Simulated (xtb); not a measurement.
Br2Zn, charge -1, doublet, from a rough starting geometry (GFN-xTB shapes and energies of metal compounds can be far from the true ones) (a state made from the parent by changing its charge; the spin is typed, not shown lowest); GFN2-xTB (xtb).

Input for xtb:
```
$ xtb mol.xyz --gfn 2 --chrg -1 --uhf 1 --opt vtight --json

# file mol.xyz
3

Zn     0.00012618    -0.02878607     0.00202823
Br    -0.23756133     1.76715523    -1.41780470
Br     0.26020695    -1.73540776     1.43133573
```

Question: Predict the main parts of the log of this xtb run.

Answer: 
```
   ID    Z sym.   atoms
    1   30 Zn     1
    2   35 Br     2, 3

           -------------------------------------------------
          |                Calculation Setup                |
           -------------------------------------------------

           -------------------------------------------------
          |                 G F N 2 - x T B                 |
           -------------------------------------------------

          ...................................................
          :                      SETUP                      :
          :.................................................:
          :  # basis functions                  24          :
          :  # atomic orbitals                  22          :
          :  # shells                            8          :
          :  # electrons                        17          :
          :  max. iterations                   250          :
          :  Hamiltonian                  GFN2-xTB          :
          :  restarted?                      false          :
          :  GBSA solvation                  false          :
          :  PC potential                    false          :
          :  electronic temp.          300.0000000     K    :
          :  accuracy                    1.0000000          :
          :  -> integral cutoff          0.2500000E+02      :
          :  -> integral neglect         0.1000000E-07      :
          :  -> SCF convergence          0.1000000E-05 Eh   :
          :  -> wf. convergence          0.1000000E-03 e    :
          :  Broyden damping             0.4000000          :
          :  net charge                         -1          :
          :  unpaired electrons                  1          :
          ...................................................

 iter      E             dE          RMSdq      gap      omega  full diag
   1     -8.8893640 -0.888936E+01  0.956E+00    2.16       0.0  T
   2     -8.9210280 -0.316640E-01  0.558E+00    3.25       1.0  T
   3     -8.9394079 -0.183799E-01  0.440E+00    3.33       1.0  T
   4     -8.9423052 -0.289735E-02  0.206E+00    3.71       1.0  T
   5     -8.9443490 -0.204375E-02  0.110E+00    3.70       1.0  T
   6     -8.9439104  0.438570E-03  0.813E-01    3.63       1.0  T
   7     -8.9447090 -0.798565E-03  0.105E-01    3.66       1.0  T
   8     -8.9447091 -0.112974E-06  0.248E-02    3.67       2.3  T
   9     -8.9447099 -0.759460E-06  0.115E-02    3.67       5.0  T
  10     -8.9447100 -0.128537E-06  0.365E-03    3.67      15.8  T
  11     -8.9447100  0.166027E-07  0.446E-03    3.67      12.9  T
  12     -8.9447100 -0.236794E-07  0.915E-04    3.67      63.1  T
  13     -8.9447100 -0.183748E-08  0.313E-04    3.67     184.2  T

   *** convergence criteria satisfied after 13 iterations ***

         :::::::::::::::::::::::::::::::::::::::::::::::::::::
         ::                     SUMMARY                     ::
         :::::::::::::::::::::::::::::::::::::::::::::::::::::
         :: total energy              -8.938342782322 Eh    ::
         :: gradient norm              0.160578044447 Eh/a0 ::
         :: HOMO-LUMO gap              3.668608340608 eV    ::
         ::.................................................::
         :: SCC energy                -8.944710151799 Eh    ::
         :: -> isotropic ES            0.157246241870 Eh    ::
         :: -> anisotropic ES         -0.006127971201 Eh    ::
         :: -> anisotropic XC         -0.035530040531 Eh    ::
         :: -> dispersion             -0.002105029156 Eh    ::
         :: repulsion energy           0.006367369477 Eh    ::
         :: add. restraining           0.000000000000 Eh    ::
         :: total charge              -1.000000000000 e     ::
         :::::::::::::::::::::::::::::::::::::::::::::::::::::

      -----------------------------------------------------------
     |                   =====================                   |
[...]
 * total energy  :    -9.0431260 Eh     change       -0.1717440E-02 Eh
 * total energy  :    -9.0434106 Eh     change       -0.2846024E-03 Eh
 * total energy  :    -9.0442265 Eh     change       -0.8158703E-03 Eh
 * total energy  :    -9.0456163 Eh     change       -0.1389818E-02 Eh
 * total energy  :    -9.0476472 Eh     change       -0.2030867E-02 Eh
 * total energy  :    -9.0476689 Eh     change       -0.2174067E-04 Eh
 * total energy  :    -9.0488442 Eh     change       -0.1175289E-02 Eh
 * total energy  :    -9.0488884 Eh     change       -0.4419945E-04 Eh
 * total energy  :    -9.0489012 Eh     change       -0.1280101E-04 Eh
 * total energy  :    -9.0489050 Eh     change       -0.3749375E-05 Eh
 * total energy  :    -9.0489060 Eh     change       -0.1070476E-05 Eh
 * total energy  :    -9.0489061 Eh     change       -0.1222415E-07 Eh
   *** GEOMETRY OPTIMIZATION CONVERGED AFTER 16 ITERATIONS ***
         :: total energy              -9.048906060320 Eh    ::
[...]

           -------------------------------------------------
          |                Property Printout                |
           -------------------------------------------------

    * Orbital Energies and Occupations

         #    Occupation            Energy/Eh            Energy/eV
      -------------------------------------------------------------
         1        2.0000           -0.6453463             -17.5608
         2        2.0000           -0.6443972             -17.5349
         3        2.0000           -0.2718960              -7.3987
         4        2.0000           -0.2372729              -6.4565
         5        2.0000           -0.2258481              -6.1456
         6        2.0000           -0.2236676              -6.0863
         7        2.0000           -0.2209784              -6.0131
         8        2.0000           -0.2197306              -5.9792
         9        1.0000           -0.1660863              -4.5194 (HOMO)
        10                          0.0698317               1.9002 (LUMO)
        11                          0.2216589               6.0316
        12                          0.2409352               6.5562
        13                          0.2475773               6.7369
        14                          0.2483520               6.7580
        15                          0.2536320               6.9017
        16                          0.2543614               6.9215
        17                          0.2548416               6.9346
        18                          0.2549409               6.9373
        19                          0.2582470               7.0273
        20                          0.2588725               7.0443
       ...                                ...                  ...
        22                          0.5671755              15.4336
      -------------------------------------------------------------
                  HL-Gap            0.2359180 Eh            6.4197 eV
             Fermi-level           -0.1204583 Eh           -3.2778 eV

     #   Z          covCN         q      C6AA      α(0)
     1  30 Zn       1.286     0.170   123.332    21.695
     2  35 Br       0.643    -0.585   199.886    22.788
     3  35 Br       0.643    -0.585   199.886    22.788

 Mol. C6AA /au·bohr⁶  :       1541.153214
 Mol. C8AA /au·bohr⁸  :     103583.723910
 Mol. α(0) /au        :         67.270956

Wiberg/Mayer (AO) data.
largest (>0.10) Wiberg bond orders for each atom

 ---------------------------------------------------------------------------
     #   Z sym  total        # sym  WBO       # sym  WBO       # sym  WBO
 ---------------------------------------------------------------------------
     1  30 Zn   1.169 --     3 Br   0.585     2 Br   0.585
     2  35 Br   0.671 --     1 Zn   0.585
     3  35 Br   0.671 --     1 Zn   0.585
 ---------------------------------------------------------------------------

Topologies differ in total number of bonds
Writing topology from bond orders to xtbtopo.mol

molecular dipole:
                 x           y           z       tot (Debye)
 q only:       -0.622      -0.860      -1.020
   full:       -0.773      -1.073      -1.271       4.663
molecular quadrupole (traceless):
                xx          xy          yy          xz          yz          zz
 q only:       10.502       2.304      -9.183      -2.157      15.106      -1.318
  q+dip:       16.168       2.733     -13.771      -4.061      21.398      -2.397
   full:       16.665       2.555     -14.076      -4.425      21.459      -2.589

optimized geometry written to: xtbopt.xyz

           -------------------------------------------------
          | TOTAL ENERGY               -9.048906060320 Eh   |
          | GRADIENT NORM               0.000001164420 Eh/α |
          | HOMO-LUMO GAP               6.419654841412 eV   |
           -------------------------------------------------

normal termination of xtb
```
